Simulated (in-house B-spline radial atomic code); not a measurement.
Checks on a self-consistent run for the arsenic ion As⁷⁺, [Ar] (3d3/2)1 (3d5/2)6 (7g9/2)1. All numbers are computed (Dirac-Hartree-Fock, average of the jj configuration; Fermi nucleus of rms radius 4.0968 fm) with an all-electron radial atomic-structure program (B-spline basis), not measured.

| orbital | q | ε (Eh) | <1/r> | <r²> | small-component weight |
| --- | --- | --- | --- | --- | --- |
| 1s1/2 | 2 | -445.53521 | 33.4719 | 0.00278453 | 0.014273 |
| 2s1/2 | 2 | -64.16217 | 7.45115 | 0.0479901 | 0.0028103 |
| 2p1/2 | 2 | -57.69191 | 7.38874 | 0.0371923 | 0.0027818 |
| 2p3/2 | 4 | -56.46252 | 7.16577 | 0.0388457 | 0.0027159 |
| 3s1/2 | 2 | -14.05045 | 2.4727 | 0.382039 | 0.00069182 |
| 3p1/2 | 2 | -11.58728 | 2.35152 | 0.396376 | 0.00063872 |
| 3p3/2 | 4 | -11.67248 | 2.32168 | 0.404231 | 0.00063619 |
| 3d3/2 | 1 | -7.89606 | 2.10753 | 0.415706 | 0.00053859 |
| 3d5/2 | 6 | -7.91399 | 2.09899 | 0.41766 | 0.00053634 |
| 7g9/2 | 1 | -0.65388 | 0.163972 | 70.9458 | 1.7538e-05 |

Electron-electron repulsion V_ee = 722.8848 hartree.

(1) What total energy follows from the eigenvalues?

(2) Does the Dirac virial theorem hold?

(3) What diamagnetic shielding (Lamb formula) and susceptibility (Langevin formula) do the radii give?

## Answers

(1) The eigenvalues count the repulsion twice, so E = Σqε - V_ee = -1514.628 - 722.885 = -2237.513 hartree; the run printed -2237.513.

(2) For a point nucleus E = -2c²Σq·w, with w the small-component weight. Here Σq·w = 0.059575 and c = 137.0360, so the ratio E/(-2c²Σq·w) is 1.000013; the finite nucleus accounts for the departure from 1.

(3) σ = (α²/3)Σq<1/r> = 159.087/(3·137.036²) = 2823.9 ppm, and χ = -0.79199×10⁻⁶·Σq<r²> = -61.28×10⁻⁶ cm³/mol with Σq<r²> = 77.373 bohr². Both are non-relativistic formulas without the paramagnetism of open shells.
